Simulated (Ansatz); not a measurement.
Mulliken charges of CH5NSeSi (`N=C([SiH3])[SeH]`) from r2SCAN/def2-TZVPP in Ansatz (PBE0-D4/def2-TZVP geometry).

| atom | x (Å) | y (Å) | z (Å) | charge (e) |
| --- | --- | --- | --- | --- |
| N1 | -0.713 | 0.869 | -1.610 | -0.281 |
| C2 | -0.539 | 0.493 | -0.415 | -0.020 |
| Si3 | 0.820 | -0.661 | 0.221 | 0.237 |
| Se4 | -1.787 | 1.174 | 0.877 | 0.012 |
| H5 | -0.014 | 0.467 | -2.235 | 0.167 |
| H6 | 1.646 | -1.054 | -0.950 | -0.066 |
| H7 | 0.205 | -1.857 | 0.850 | -0.046 |
| H8 | 1.647 | 0.049 | 1.228 | -0.045 |
| H9 | -1.176 | 0.475 | 2.018 | 0.042 |

Problem. By hand: the dipole of these point charges (1 e Å = 4.8032 D).

Solution. Σ q r = (0.140, -0.146, 0.203) e Å, of length 0.287 e Å = 1.38 D.

Problem. How does the dipole of the full density compare? (Estimate.)

Solution. The calculation gave: (0.349, -0.300, 0.177) e Å, 2.37 D; the point charges give 0.58 times that, at 24° from its direction.

Point charges leave out the atoms' own dipoles, such as those of lone pairs, and Mulliken's split depends on the basis, so the two needn't agree.
